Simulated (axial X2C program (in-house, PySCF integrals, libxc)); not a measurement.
## What spin–orbit coupling does to SnTl⁺ in a model world with the speed of light multiplied by 0.9

Computed with an axial X2C code built on PySCF integrals. Spin-free means the one-electron spin-free X2C Hamiltonian; two-component (2c) means X2C with spin–orbit coupling and atomic mean-field two-electron Coulomb and Gaunt terms, so the difference of the two also holds small scalar two-electron terms; the speed of light was multiplied by 0.9, so these are model numbers, not those of the real molecule. Basis: Tl dyall-v2z [11s13p9d5f], Sn dyall-v2z [9s10p7d] (cores contracted in-house); Gaussian nuclei, density fitting, unrestricted open shells. Masses: Tl 204.974 u, Sn 119.902 u.

Spin-free state: M_S = 1, Λ = 1 (beyond evenly filled blocks: σα, π+α); fragments Tl+ + Sn.

| level | Re (Å) | ωe (cm⁻¹) | De (eV) | μ (D) |
| --- | --- | --- | --- | --- |
| PBE0 | 3.368 | 66.0 | 0.791 | 0.01 |
| HF | 3.642 | 51.0 | 0.379 | -1.71 |
| MP2 | 3.443 | 61.1 | 0.589 | n/a |
| PBE50 | 3.354 | 67.0 | 0.701 | -0.31 |
| PW91 | 3.376 | 65.1 | 0.928 | 0.46 |

Correlated methods: 26 electrons correlated (number of frozen shells: Tl 5 s, 4 p, 2 d, 1 f; Sn 4 s, 3 p, 1 d), 164 virtual spin orbitals or spinors in MP2.

Dipoles are positive if Sn is the positive end and refer to the centre of mass.

Two-component determinant lowest at the distance of the search:

Ω = 1 (⟨Sz⟩ = -0.06, ⟨Lz⟩ = 1.06 at HF); fragments Tl+ + Sn.

```tsv
level	Re (Å)	ωe (cm⁻¹)	μ (D)
PBE0	3.292	66.7	1.56
HF	3.423	60.8	0.99
MP2	3.325	65.1	n/a
PBE50	3.244	71.4	1.44
PW91	3.328	62.7	1.80
```

Question: From the two tables, how do the constants change at the MP2 level (2c against spin-free)?

Answer: At the MP2 level Re drops by 0.118 Å and ωe increases by 4.0 cm⁻¹. The two determinants differ in configuration, so these shifts compare two states and are not the spin–orbit effect on one state.

Occupations by symmetry block were frozen at the best pattern of an incomplete PBE0 search. Dissociation energies refer to the lowest single-determinant-based atoms at the same level and basis. De is not given where an atomic determinant may have missed its ground term or J level, or where the truncated virtual space spoils (T). Density functionals use the spin component along the axis (collinear). PBE0 can misorder states that lie within some tenths of an eV, so this need not be the ground state of the molecule. The nearest other spin-free determinant of the search, M_S = 0, Λ = 1, lies 0.25 eV up at the distance of the search. The functionals have no current-density term, which raises determinants with orbital currents, atoms included. The atomic limit has a lower orbital projection than the molecule and lies lower at mean-field level, so De may be about a tenth of an eV too small. With several unpaired electrons one determinant need not be a pure state.
